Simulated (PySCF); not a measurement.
C₃H₅BrO.
Geometry (PBE0-D3(BJ)/def2-SVP, Å), atoms numbered from 1 in this order:
```xyz
10
C3H5BrO angstrom
O      2.0722    1.0187    0.6275
C      1.6380    0.0317    0.0974
C      0.1785   -0.2207   -0.1643
C     -0.7051    0.9018    0.3247
Br    -2.5759    0.5395   -0.0389
H      2.3223   -0.7876   -0.2454
H      0.0532   -0.3900   -1.2490
H     -0.0917   -1.1827    0.3071
H     -0.4640    1.8516   -0.1682
H     -0.6145    1.0466    1.4082
```

The calculation used TDDFT CAM-B3LYP/def2-SVPD, vertical, gas phase, core orbitals frozen in the response (PySCF). Relativistic effects, spin–orbit coupling among them, are left out although an element past zinc is present.

Kohn–Sham orbitals with the atoms that hold most of them (Löwdin shares over 4%, at most four atoms; ? is withheld):

```json
{"orbital": "LUMO+2", "ε (eV)": "1.26", "atoms": "Br5 38%, C2 13%, C3 12%, C4 11%"}
{"orbital": "LUMO+1", "ε (eV)": "0.59", "atoms": "Br5 56%, C4 17%, C2 7%, C3 6%"}
{"orbital": "LUMO", "ε (eV)": "0.09", "atoms": "C2 41%, O1 35%, C3 9%, H6 7%"}
{"orbital": "HOMO", "ε (eV)": "?", "atoms": "?"}
{"orbital": "HOMO-1", "ε (eV)": "-9.47", "atoms": "?"}
{"orbital": "HOMO-2", "ε (eV)": "-9.84", "atoms": "Br5 49%, O1 26%, C4 8%, C2 6%"}
{"orbital": "HOMO-3", "ε (eV)": "-12.10", "atoms": "O1 28%, C3 24%, C2 11%, H7 10%"}
```

**Question.** Give the leading atoms of the HOMO-1.

**Answer.** Br5 (bonded to C) 82%; C4 (bonded to Br, C and 2 H) 12%.

**Question.** Which atoms hold the HOMO, and with what shares?

**Answer.** Br5 (bonded to C) 36%; O1 (bonded to C) 34%; C2 (bonded to C, O and H) 10%; C3 (bonded to 2 C and 2 H) 9%. By element: bromine 36%, oxygen 34%, carbon 19% or more.

**Question.** What is the HOMO energy, and the HOMO–LUMO gap?

**Answer.** ε(HOMO) = -9.19 eV; the gap is 9.29 eV (0.3414 hartree).

**Question.** The HOMO–LUMO gap is 9.29 eV. Where does the response calculation put the lowest singlet, and from which orbitals?

**Answer.** S1 is at 4.38 eV (f = 0.0003), 4.91 eV below the gap, made of HOMO→LUMO (68%), HOMO-2→LUMO (31%). 

**Question.** Give energy, strength and leading configuration of S2 and S5, and follow the Löwdin shares of the leading atoms from the occupied to the empty orbital.

**Answer.** 
- S2 (6.23 eV, f 0.0003), HOMO-1→LUMO+1 (82%): Br5 82% → 56%, C4 12% → 17%
- S5 (7.28 eV, f 0.0016), HOMO-1→LUMO (96%): Br5 82% → at most 7%, C4 12% → at most 7%, C2 at most 4% → 41%, O1 at most 4% → 35%

Löwdin shares depend on the basis, the more so with diffuse functions.

The run took 95 s on one thread, Arm Neoverse V1, on a shared host.

One conformer stands for the species.
